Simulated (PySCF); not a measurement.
# Hartree-Fock beside MP2: BCClH3O

These are calculations, not measurements. They come from PySCF 2.14.0, an open-source quantum chemistry program, on an isolated molecule that a program drew, which may never have been made. The molecule is BCClH3O (charge 0, doublet), drawn as the SMILES string `[CH2]B(O)Cl`.

The geometry was optimised and harmonic frequencies were computed with HF and MP2, all in the cc-pV(D+d)Z basis, for the commonest isotopes, with a restricted reference for singlets and an unrestricted one otherwise, and a frozen core in MP2. Each result is a local minimum of its method.

Geometry at the HF minimum:
```xyz
7
BCClH3O, angstrom
C     2.4861   -0.3123    0.6782
B     1.5489   -0.1773   -0.5434
O     0.4017   -0.8620   -0.7025
Cl    1.9764    0.9509   -1.8565
H     3.4025    0.2578    0.7692
H     2.2714   -0.9851    1.5043
H     0.2041   -1.4510    0.0105
```

Lengths of the bonds as drawn, in Å (atoms numbered as above):
```
  bond     HF    MP2
 C1-B2  1.546  1.550
 B2-O3  1.345  1.366
B2-Cl4  1.783  1.773
 C1-H5  1.083  1.093
 C1-H6  1.087  1.097
 O3-H7  0.946  0.968
```

Rotational constants, in GHz:
```
constant     HF    MP2
       A  9.408  9.272
       B  4.647   4.66
       C   3.11  3.101
```

Harmonic frequencies in cm^-1, each column in rising order, so a row needn't be the same motion in every method:
```
rank,HF,MP2
1,259,245
2,315,300
3,397,379
4,515,497
5,573,568
6,651,647
7,727,716
8,910,860
9,1026,989
10,1274,1237
11,1435,1375
12,1556,?
13,3277,3198
14,3383,3309
15,4163,3861
```

**Estimate the missing MP2 frequency from the HF column.**

A single factor s that minimises the squared misfit of MP2 against s times HF over the other rows is sum(HF x MP2) / sum(HF^2) = 0.9569, with an rms misfit of 43 cm^-1. For rank 12 it gives 0.9569 x 1556 = 1489 cm^-1. The calculation gives 1476 cm^-1, 13 cm^-1 below the estimate. The drawn bonds are on average 0.9 % longer in MP2 than in HF.
